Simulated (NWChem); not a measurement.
Molecule: NbNHCl3; SMILES [NH]=[Nb]([Cl])([Cl])[Cl]

Results from NWChem. Structure relaxed at the PBE0/def2-SVP level. Not confirmed as a minimum by frequencies. def2 effective core potentials on Nb; no spin-orbit coupling. Level MN15/def2-SVP: energy and gradient on several grids; changes count from the extra-fine grid, which is no exact limit either.

```csv
grid,size of the energy change (μHa),largest change of a gradient component (μHa/bohr)
xcoarse,700,600
coarse,60,200
medium,< 10,< 30
fine,< 10,< 30
xfine,< 10,< 30
```
